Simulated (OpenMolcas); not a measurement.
**Ni III: effect of the IPEA shift**

```
Program             : OpenMolcas
Basis               : ANO-RCC-VQZP [7s6p4d3f2g1h]
Scalar Hamiltonian  : DKH2, point nucleus
Active space        : 8 electrons in 6 orbitals (3d 4s)
State averaging     : 2S+1 = 3 even, 55 roots; 2S+1 = 5 even, 10 roots kept (CI in the orbitals of an earlier block); 2S+1 = 1 even, 50 roots kept (CI in the orbitals of an earlier block)
Spin-orbit coupling : RASSI with atomic mean-field integrals over the reference wave functions, term energies averaged over their components
```

Methods on the same reference wave functions:
A. CASSCF
B. MS-CASPT2, IPEA 0.25 Eh, imaginary shift 0.1 Eh (closed shells correlated: 3s 3p)
C. MS-CASPT2, IPEA 0.5 Eh, imaginary shift 0.1 Eh (closed shells correlated: 3s 3p)

Energies in cm-1 above 3d8 3F4, the measured ground level; measured values from Corliss and Sugar, J. Phys. Chem. Ref. Data 10, 197 (1981).

```json
{"Level": "3d8 3F4", "A": "0.0", "B": "0.0", "C": "0.0", "Measured": "0.0"}
{"Level": "3d8 3F3", "A": "1457", "B": "1461", "C": "1461", "Measured": "1361"}
{"Level": "3d8 3F2", "A": "2458", "B": "2430", "C": "2430", "Measured": "2270"}
{"Level": "3d8 1D2", "A": "18136", "B": "13090", "C": "13190", "Measured": "14032"}
{"Level": "3d8 3P2", "A": "21898", "B": "16640", "C": "16890", "Measured": "16662"}
{"Level": "3d8 3P1", "A": "22304", "B": "17020", "C": "17290", "Measured": "16978"}
{"Level": "3d8 3P0", "A": "22595", "B": "17290", "C": "17560", "Measured": "17231"}
{"Level": "3d8 1G4", "A": "28111", "B": "22560", "C": "22560", "Measured": "23109"}
{"Level": "3d7 4s 5F5", "A": "29127", "B": "52720", "C": "53170", "Measured": "53704"}
{"Level": "3d7 4s 5F4", "A": "30035", "B": "53620", "C": "54080", "Measured": "54658"}
{"Level": "3d7 4s 5F3", "A": "30753", "B": "54340", "C": "54800", "Measured": "55406"}
{"Level": "3d7 4s 5F2", "A": "31282", "B": "54870", "C": "55320", "Measured": "55952"}
{"Level": "3d7 4s 5F1", "A": "31629", "B": "55220", "C": "55670", "Measured": "56308"}
{"Level": "3d7 4s 3F4(1)", "A": "37897", "B": "59500", "C": "60120", "Measured": ""}
{"Level": "3d7 4s 3F3(1)", "A": "39122", "B": "60720", "C": "61340", "Measured": ""}
{"Level": "3d7 4s 3F2(1)", "A": "39978", "B": "61560", "C": "62190", "Measured": ""}
{"Level": "3d7 4s 5P3", "A": "50735", "B": "70580", "C": "71330", "Measured": "71067"}
{"Level": "3d7 4s 5P2", "A": "51094", "B": "70860", "C": "71630", "Measured": "71384"}
{"Level": "3d7 4s 5P1", "A": "51542", "B": "71340", "C": "72100", "Measured": "71842"}
{"Level": "3d7 4s 3G5", "A": "52920", "B": "73790", "C": "74670", "Measured": "75124"}
{"Level": "3d7 4s 3G4", "A": "53428", "B": "74280", "C": "75160", "Measured": "75647"}
{"Level": "3d7 4s 3G3", "A": "53984", "B": "74850", "C": "75730", "Measured": "76237"}
{"Level": "3d7 4s 1G4", "A": "57631", "B": "77600", "C": "78530", "Measured": "79250"}
{"Level": "3d7 4s 3P1(1) [54 %]", "A": "59422", "B": "77120", "C": "78020", "Measured": ""}
```

Deviations, from unrounded energies. A percentage is the sum of absolute deviations over the sum of measured energies, with the sign that they share, or ± where signs differ.

| Against measurement | Levels | A | B | C |
| --- | --- | --- | --- | --- |
| mean absolute deviation (cm-1) | 19 | 16000 | 760 | 440 |
| fine structure of the ground term (%) | 2 | +7.8 | +7.1 | +7.1 |
| other terms of the ground configuration (%) | 5 | +28.4 | ±1.8 | ±2.6 |
| other configurations (%) | 12 | -34.2 | -1.6 | ±0.7 |

C lies closest to measurement on these levels and A furthest from it. The largest miss of C in the table is 3d8 1D2, by -850 cm-1. The ranking rests on the paired levels alone, and a cruder setting can come out closer through cancelling errors.

Between B and C the level of the table that moves most is 3d7 4s 1G4, by 930 cm-1 (lowest in B, highest in C). Moves below CASPT2's spread within the term are not significant.

The mean deviations of B to C differ by less than CASPT2's widest spread within a term (2300 cm-1), so their order carries little weight.

From A to B the spin-free energies of the other terms of 3d8 shown, above 3F, scale by factors of 0.71 to 0.79, as is usual when dynamic correlation screens the repulsion within a d or f shell.

The lowest spin-free term lies below A's lowest term by 0.778 hartree in B, 0.772 hartree in C.

Term energies are means over components that CASPT2 splits; among the terms shown or strongly mixed into the levels shown the widest spread is 2300 cm-1 (3d8 3F, B). Some levels mix across a computed gap that differs much from the measured one, so their mixing is not that of the real levels. Terms from blocks run as CI alone lack orbitals of their own. A single d shell beside an s shell can misplace configurations of different d count against each other. The CASPT2 spread within a term exceeds the gap to the next term for 3d7 4s 1G and 3d7 4s 3P(1), so the order of their levels is uncertain (figures for B; the like holds for C). Without dynamic correlation excited terms often stand tens of per cent too high (terms of higher spin than the ground term too low), and those without a measured partner can miss by more than the paired ones (holds for A). Computed and measured levels are paired by configuration, term and J; levels that our copy of the source lacks, or whose pairing is in doubt (as where it misses far off the trend of its configuration), stay unpaired and out of the deviations. Only configurations of the active space appear. The table leaves out levels that lie high or whose names do not pair safely across all columns.

A share in square brackets marks a mixed level and gives the weight of the term that names it, the lowest over the columns. A number in round brackets counts repeated terms of one configuration in the order of the reference energies.
